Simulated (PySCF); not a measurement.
**Unknown compound**

An unknown has the formula C6H11F. Its calculated NMR data are:

1H NMR (600 MHz, computed): δ 4.59 (dtt, J = 55.6, 4.2, 2.1 Hz, 1H), 1.90 (m, 2H), 1.74 (qt, J = 15.0, 4.2 Hz, 2H), 1.59 (m, 1H), 1.33 (m, 2H), 1.12 (m, 2H), 1.10 (qtd, J = 14.8, 4.0, 2.1 Hz, 1H).

13C{1H} NMR (computed): δ 88.1 (d, J = 223.3 Hz), 33.4 (d, J = 21.9 Hz), 28.1, 22.4 (d, J = 1.9 Hz).

Method: PBE0-D3(BJ)/def2-SVP structure, B3LYP/pcJ-1 coupling constants (spin–dipole term only in couplings to heteroatoms), σ from GIAO-PBE0/pcSseg-1, in PySCF 2.14.0 with density-fitted response routines (equivalent nuclei averaged, isolated molecule, a single conformation, no relativistic terms).

Shifts are taken against calculated references (same method and geometry level): 1H, 13C vs TMS.

**Question.** Propose a structure and justify it.

**Answer.** 
1. Rings plus π bonds: 1 (1 ring in the answer).
2. 4 carbon signals for 6 carbons: some carbons are equivalent by symmetry or fast rotation.
3. Carbon types of the structure: 1 × CH, 5 × CH2, which accounts for all hydrogens.
4. δC 88.1: sp3 CH bonded to F; pulled downfield by the heteroatom.
5. δC 33.4, 28.1, 22.4: sp3 CH2 in a ring; saturated and bonded to C and H only.
6. δH 4.59: hydrogen on an sp3 CH bonded to F; its carbon carries F, an electronegative neighbour.
7. δH 1.90, 1.74, 1.59, 1.33, 1.12, 1.10: hydrogen on an sp3 CH2 in a ring.
8. The protons at 1.74 and 1.10 share a coupling of 14.9 Hz (vicinal).

Structure: `FC1CCCCC1`.

The shifts were computed for this structure.

C–F couplings over four or more bonds (about 3 Hz to the para carbon of a fluoroarene) are left out. Common functionals overestimate the size of one-bond C–F couplings by tens of Hz; these are unscaled. Multiplet labels drop couplings under 1 Hz and merge nearly equal ones. Couplings among chemically equivalent protons are left out too, so labels in AA′BB′ or AA′XX′ sets are apparent multiplicities. Unscaled 3J(H,H) at this level run about 10 % above measured values. Shifts are as computed. Against solution values, carbons near 30 ppm lie about +2 ppm off and those near 130 ppm about +5 ppm. Of 1211 compounds with measured shifts, 218 miss one by over three times the rms of a fit or turn the order of signals round; such compounds aren't used in these exercises.
